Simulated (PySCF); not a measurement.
# Electron correlation in Se (selenium, neutral)

[Ar] 3d10 4s2 4p3 5s1, high-spin 5S determinant (an excited configuration). Calculation: PySCF 2.14, in aug-cc-pwCVTZ-PP with ECP10MDF; a scalar-relativistic core potential. Frozen: 3s2 3p6 3d10; 6 electrons correlated.

```tsv
level	correlation energy (mhartree)
CCSD	-104.12
(T)	-3.82
CCSD(T)	-107.94
```

Diagnostics: T1 = 0.011, D1 = 0.0365, largest double amplitude 0.039.

The outer electron is Rydberg-like, and this basis confines it to a smaller radius and binds it less than a complete one would.

Cost of the coupled-cluster step: about 30 core-seconds, for 6 correlated electrons.

Iterations:

```
CC2 = 0
CCSD nocc = (np.int64(5), np.int64(1)), nmo = (87, 87)
frozen orbitals [[0, 1, 2, 3, 4, 5, 6, 7, 8], [0, 1, 2, 3, 4, 5, 6, 7, 8]]
max_cycle = 100
direct = 0
conv_tol = 1e-08
conv_tol_normt = 1e-06
diis_space = 8
diis_start_cycle = 0
Init t2, MP2 energy = -0.0901546085972621
Init E_corr(UCCSD) = -0.0901546086322336
cycle = 1  E_corr(UCCSD) = -0.101184757771374  dE = -0.0110301491  norm(t1,t2) = 0.0393178
cycle = 2  E_corr(UCCSD) = -0.103333711657531  dE = -0.00214895389  norm(t1,t2) = 0.011921
cycle = 3  E_corr(UCCSD) = -0.10418092339869  dE = -0.000847211741  norm(t1,t2) = 0.00467313
cycle = 4  E_corr(UCCSD) = -0.104125118402978  dE = 5.58049957e-05  norm(t1,t2) = 0.00052107
cycle = 5  E_corr(UCCSD) = -0.104122142105762  dE = 2.97629722e-06  norm(t1,t2) = 7.68811e-05
cycle = 6  E_corr(UCCSD) = -0.104121821058995  dE = 3.21046767e-07  norm(t1,t2) = 1.65235e-05
cycle = 7  E_corr(UCCSD) = -0.104121769375823  dE = 5.16831718e-08  norm(t1,t2) = 3.62472e-06
cycle = 8  E_corr(UCCSD) = -0.104121774321583  dE = -4.94576062e-09  norm(t1,t2) = 4.7805e-07
UCCSD converged
E(UCCSD) = -371.7737977840565  E_corr = -0.1041217743215833
UCCSD(T) correction = -0.00382111990630377
```
